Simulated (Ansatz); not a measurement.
Consider the formal hydrolysis of a Ga–Br bond: `C[O][Ga]([SH])[Br]` + H₂O → `C[O][Ga]([OH])[SH]` + HBr.

Gas-phase electronic energies from Ansatz, PBE0-D4/def2-TZVP geometries. CCSD(T)/CBS is the MP2 limit (def2-TZVPP, def2-QZVPP) plus CCSD(T) − MP2 in def2-TZVPP, frozen cores. This one scheme is used for every species. Functionals use def2-TZVPP. For Br, Ga outer-core shells are correlated without core-valence functions, which leaves a few kJ/mol of doubt a bond. Scalar relativity is left out up to krypton. Each species was taken in one conformer, which may not be the lowest.

| level | ΔE (kJ/mol) |
| --- | --- |
| PBE-D4 | 75.6 |
| B2PLYP | 71.7 |
| SCS-MP2/def2-TZVPP | 71.0 |
| HF/def2-QZVPP | 78.9 |

Q: What does CCSD(T)/CBS give? (Estimate.)

A: Ansatz gave: +77.0 kJ/mol. The listed levels differ from it by -1.4, -5.3, -6.0, 1.9 kJ/mol.

Largest T1 diagnostic among the species: 0.014.

From PBE to PBE0 (25 % exact exchange), in def2-TZVPP and without D4, ΔE moves by +5.4 kJ/mol. The D4 term adds +3.9 kJ/mol with B3LYP and +2.2 kJ/mol with PBE0; it sums over pairs of atoms, weighted by their polarisabilities, and B3LYP, whose exchange is more repulsive, gets the larger term.

B3LYP here is the variant with VWN-RPA as its local correlation; programs differ in this.
